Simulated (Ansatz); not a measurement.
Ansatz (a quantum-chemistry and plane-wave program) input:

Ansatz 0.2 input:
```yaml
crystal:
  periodic: [false, false, false]
  atoms:
    - {symbol: Si, position_ang: [0.01370042, 0.15400139, 0.13077088]}
    - {symbol: O, position_ang: [-0.03250469, -1.33241018, -0.97661263]}
    - {symbol: O, position_ang: [1.59944692, 0.27781399, -0.13679961]}
    - {symbol: N, position_ang: [-0.89644637, 1.38425392, -0.52138503]}
    - {symbol: N, position_ang: [-0.65250966, -0.48607899, 1.51727762]}
    - {symbol: H, position_ang: [-0.85777412, -1.65744755, -1.36861959]}
    - {symbol: H, position_ang: [2.20390934, 0.78619736, 0.41142877]}
    - {symbol: H, position_ang: [-1.87388912, 1.53248722, -0.32481400]}
    - {symbol: H, position_ang: [-0.50767715, 2.09249100, -1.12482202]}
    - {symbol: H, position_ang: [-0.35628381, -1.35367292, 1.93790020]}
    - {symbol: H, position_ang: [-1.21886837, 0.06736196, 2.14198208]}
    - {symbol: H, position_ang: [0.72593175, -1.47389160, -1.56779791]}
basis:
  gaussian:
    orbitals: def2-TZVPD
hamiltonian:
  xc: {name: B2GP-PLYP}
total_charge: 1
magnetization: {spin_polarized: false}
correlation: {electrons: outside_noble_gas}
```

**Question.** Predict the final energy.

**Answer.** -553.30558 Eh (B2GP-PLYP/def2-TZVPD). The basis has 260 functions.

It need not be the lowest isomer of its formula.
